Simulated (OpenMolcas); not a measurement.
## Nd4+: CASPT2 settings compared

```json
{"Program": "OpenMolcas", "Basis": "ANO-RCC-VDZ [7s6p4d2f]", "Scalar Hamiltonian": "DKH3, point nucleus", "Active space": "2 electrons in 7 orbitals (4f)", "State averaging": "2S+1 = 3 even, 21 roots; 2S+1 = 1 even, 27 roots kept (CI in the orbitals of an earlier block)", "Spin-orbit coupling": "RASSI with atomic mean-field integrals over the reference wave functions, term energies averaged over their components"}
```

Methods on the same reference wave functions:
A. CASSCF
B. SS-CASPT2, IPEA 0 Eh, imaginary shift 0.5 Eh (closed shells correlated: 5s 5p)
C. XMS-CASPT2, IPEA 0.6 Eh, sigma2 regulariser 0.1 Eh (closed shells correlated: 5s 5p)
D. XMS-CASPT2, IPEA 0.5 Eh, imaginary shift 0.15 Eh (closed shells correlated: none)

Energies in cm⁻¹ above 4f² ³H₄, the measured ground level; measured values from the list in Carvajal Gallego et al., Mon. Not. R. Astron. Soc. 518, 332 (2023).

```json
{"Level": "4f² ³H₄", "A": "0.0", "B": "0.0", "C": "0.0", "D": "0.0", "Measured": "0.0"}
{"Level": "4f² ³H₅", "A": "2987", "B": "2990", "C": "2990", "D": "2990", "Measured": "2834"}
{"Level": "4f² ³H₆", "A": "6098", "B": "6090", "C": "6100", "D": "6100", "Measured": "5743"}
{"Level": "4f² ³F₂", "A": "7814", "B": "7030", "C": "7230", "D": "7700", "Measured": "5894"}
{"Level": "4f² ³F₃", "A": "9748", "B": "8990", "C": "9190", "D": "9640", "Measured": "7785"}
{"Level": "4f² ¹D₂", "A": "27170", "B": "25250", "C": "25380", "D": "26610", "Measured": "20551"}
{"Level": "4f² ¹I₆", "A": "32545", "B": "31150", "C": "31130", "D": "32240", "Measured": "26088"}
{"Level": "4f² ³P₀", "A": "34010", "B": "31320", "C": "31440", "D": "33350", "Measured": "25051"}
{"Level": "4f² ³P₁", "A": "34539", "B": "31850", "C": "31970", "D": "33880", "Measured": "25893"}
{"Level": "4f² ³P₂", "A": "36188", "B": "33560", "C": "33680", "D": "35540", "Measured": "27479"}
```

Deviations, from unrounded energies. A percentage is the sum of absolute deviations over the sum of measured energies, with the sign that they share, or ± where signs differ.

| Against measurement | Levels | A | B | C | D |
| --- | --- | --- | --- | --- | --- |
| mean absolute deviation (cm-1) | 9 | 4900 | 3400 | 3500 | 4500 |
| fine structure of the ground term (%) | 2 | +5.9 | +5.8 | +5.9 | +6.1 |
| other terms of the ground configuration (%) | 7 | +31.2 | +21.9 | +22.5 | +29.0 |

B, C lie about equally close to measurement and A furthest from it. The largest miss of B in the table is 4f² ³P₀, by +6300 cm-1. The ranking rests on the paired levels alone, and a cruder setting can come out closer through cancelling errors.

Among B to D the level of the table that moves most is 4f² ³P₁, by 2000 cm-1 (lowest in B, highest in D). Moves below CASPT2's spread within the term are not significant.

The two smallest mean deviations differ by little beside CASPT2's spread within terms, so their order carries little weight.

From A to B the spin-free energies of the other terms of 4f² shown, above ³H, scale by factors of 0.89 to 0.95, as is usual when dynamic correlation screens the repulsion within a d or f shell.

The lowest spin-free term lies below A's lowest term by 0.143 hartree in B, 0.143 hartree in C, 0.001 hartree in D.

CASPT2 does not keep the components of a term degenerate, so their means are used; among the terms shown or strongly mixed into the levels shown the widest spread is 520 cm-1 (4f² ¹I, B). Terms from blocks run as CI alone lack orbitals of their own. The basis is small and was not contracted for so high a charge. Without dynamic correlation excited terms often stand tens of per cent too high (terms of higher spin than the ground term too low), and those without a measured partner can miss by more than the paired ones (holds for A). Some levels mix across a computed gap that differs much from the measured one, so their mixing is not that of the real levels (holds for A). Some terms miss by over 15 % even with CASPT2, which points to a basis or an active space too small for the shells correlated (holds for B; C; D). Measured partners are found by configuration, term and J. A level has none where our copy of the source lacks it or the pairing is in doubt (some pairs that miss far off the trend of their configuration count as doubtful), and it then counts in no deviation. Only configurations of the active space appear. The table leaves out levels that lie high or whose names do not pair safely across all columns.
